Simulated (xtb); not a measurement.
Se (SMILES [Se-]), charge -1, doublet; GFN0-xTB (xtb).

The xtb input:
```
$ xtb mol.xyz --gfn 0 --chrg -1 --uhf 1 --json

# file mol.xyz
1

Se     0.00000000     0.00000000     0.00000000
```

**Question.** Write the output that xtb gives for this input, abridged.

**Answer.** 
```
   ID    Z sym.   atoms
    1   34 Se     1

           -------------------------------------------------
          |                Calculation Setup                |
           -------------------------------------------------

           -------------------------------------------------
          |                 G F N 0 - x T B                 |
           -------------------------------------------------

          ...................................................
          :                      SETUP                      :
          :.................................................:
          :  # basis functions                  10          :
          :  # atomic orbitals                   9          :
          :  # shells                            3          :
          :  # electrons                         7          :
          :  electronic temp.          300.0000000     K    :
          :  accuracy                    1.0000000          :
          :  -> integral cutoff          0.2500000E+02      :
          :  -> integral neglect         0.1000000E-07      :
          ...................................................

         :::::::::::::::::::::::::::::::::::::::::::::::::::::
         ::                     SUMMARY                     ::
         :::::::::::::::::::::::::::::::::::::::::::::::::::::
         :: total energy              -4.653145830461 Eh    ::
         :: gradient norm              0.000000000000 Eh/a0 ::
         :: HOMO-LUMO gap              9.486338500000 eV    ::
         ::.................................................::
         :: H0 energy                 -3.459806903277 Eh    ::
         :: repulsion energy           0.000000000000 Eh    ::
         :: electrostat energy        -1.193338927184 Eh    ::
         :: -> Gsolv                   0.000000000000 Eh    ::
         ::    -> Gsasa                0.000000000000 Eh    ::
         ::    -> Gshift               0.000000000000 Eh    ::
         :: dispersion energy          0.000000000000 Eh    ::
         :: short-range corr.          0.000000000000 Eh    ::
         :: add. restraining           0.000000000000 Eh    ::
         :: total charge              -1.000000000000 e     ::
         :::::::::::::::::::::::::::::::::::::::::::::::::::::

           -------------------------------------------------
          |                Property Printout                |
           -------------------------------------------------

    * Orbital Energies and Occupations

         #    Occupation            Energy/Eh            Energy/eV
      -------------------------------------------------------------
         1        2.0000           -0.7534634             -20.5028
         2        1.6667           -0.3902132             -10.6182
         3        1.6667           -0.3902132             -10.6182
         4        1.6667           -0.3902132             -10.6182 (HOMO)
         5                         -0.0415967              -1.1319 (LUMO)
         6                         -0.0415967              -1.1319
         7                         -0.0415967              -1.1319
         8                         -0.0415967              -1.1319
         9                         -0.0415967              -1.1319
      -------------------------------------------------------------
                  HL-Gap            0.3486165 Eh            9.4863 eV
             Fermi-level            0.0000000 Eh            0.0000 eV

     #   Z          covCN         q      C6AA      α(0)
     1  34 Se       0.000    -1.000   248.217    27.655

 Mol. C6AA /au·bohr⁶  :        248.217356
 Mol. C8AA /au·bohr⁸  :      17661.208603
 Mol. α(0) /au        :         27.654536

Wiberg/Mayer (AO) data.
largest (>0.10) Wiberg bond orders for each atom

 ---------------------------------------------------------------------------
     #   Z sym  total        # sym  WBO       # sym  WBO       # sym  WBO
 ---------------------------------------------------------------------------
     1  34 Se   0.000
 ---------------------------------------------------------------------------

 dipole moment from electron density (au)
     X       Y       Z
   0.0000   0.0000   0.0000  total (Debye):    0.000

           -------------------------------------------------
          | TOTAL ENERGY               -4.653145830461 Eh   |
          | GRADIENT NORM               0.000000000000 Eh/α |
          | HOMO-LUMO GAP               9.486338500000 eV   |
           -------------------------------------------------

normal termination of xtb
```
